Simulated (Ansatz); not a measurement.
`C=[CH][In]([F])[Cl]` + `O[SiH3]` → `[F][In]([Cl])[O][SiH3]` + `C=C` at 298.15 K and 1 bar (ligand exchange at the In–C bond).

Isolated molecules relaxed with PBE0-D4/def2-TZVP in Ansatz; ΔE leaves out vibrations. CBS: MP2 limit from def2 TZ/QZ plus the TZ coupled-cluster correction, frozen cores. This one scheme is used for every species. def2 core potentials past Kr. For In outer-core shells are correlated without core-valence functions, which leaves a few kJ/mol of doubt a bond. Each species was taken in one conformer, which may not be the lowest.

| species | CCSD(T)/CBS energy (Eh) | H − E (kJ/mol) | S (J/(mol·K)) |
| --- | --- | --- | --- |
| `C=[CH][In]([F])[Cl]` | -827.35046 | 138.6 | 374.8 |
| `O[SiH3]` | -366.69042 | 113.6 | 257.8 |
| `[F][In]([Cl])[O][SiH3]` | -1115.57293 | 108.4 | 411.2 |
| `C=C` | -78.48111 | 144.6 | 218.9 |

H − E and S are ideal-gas, rigid-rotor, harmonic terms from PBE0-D4/def2-TZVP, for one conformer and one mirror image of each species. 1 Eh = 2625.50 kJ/mol, R = 8.31446 J/(mol·K).

Problem. By hand: ΔE, ΔH, ΔS and ΔG.

Solution. ΔE = (-1115.57293) + (-78.48111) − (-827.35046) − (-366.69042) = -0.01316 Eh = -34.6 kJ/mol. Δ(H − E) = 108.4 + 144.6 − 138.6 − 113.6 = 0.8, so ΔH = -33.8 kJ/mol. ΔS = 411.2 + 218.9 − 374.8 − 257.8 = -2.5 J/(mol·K). ΔG = -33.8 − 298.15 × (-2.5)/1000 = -33.1 kJ/mol.

Problem. By hand: the equilibrium constant, and the temperature at which ΔG would vanish if ΔH and ΔS stayed fixed.

Solution. log₁₀ K = −ΔG/(RT ln 10) = 5.8. ΔG = 0 at ΔH/ΔS = 13520 K, far beyond where these terms or the molecules hold.

The number of gas molecules stays the same, so ΔS is small and ΔH decides. A doubt of 5 kJ/mol in ΔE shifts log₁₀ K by 0.9 here. Other conformers and mirror images would add mixing entropy, several J/(mol·K) or more a flexible species. Modes under 60 cm⁻¹, often nearly free rotors, make the harmonic entropy too high. These are equilibria of isolated gas molecules and say nothing of rates. Largest T1 diagnostic: 0.015 (customary marks: 0.02 for closed shells, 0.045 for open ones).
